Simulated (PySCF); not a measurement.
BH5N, SMILES [NH3+]B, charge +1. Heavy atoms are numbered as in [BH2:1][NH3+:2]. Hydrogens are named by the atom that carries them.

Geometry: ωB97X-D3(BJ)/def2-TZVP. The isomer is the one that the SMILES or the coordinates give; other isomers of the formula were not compared.

The numbers are results of PySCF with PBE0/def2-TZVPD, not measurements.

Mulliken values depend strongly on the basis, most of all with diffuse functions as here. Atomic charges (e), one atom of each kind:

```tsv
atom	meta-Löwdin	Mulliken
B1 (BH2)	___	0.02
N2 (NH3)	___	-0.39
H on B1	___	0.16
H on N2	___	0.36
```

### Question
Some entries are withheld; supply them. (An estimate is asked for; the answer gives what the named calculation found.)

### Answer

- B1 (BH2), meta-Löwdin: 0.20
- N2 (NH3), meta-Löwdin: -0.32
- H on B1, meta-Löwdin: 0.07
- H on N2, meta-Löwdin: 0.33
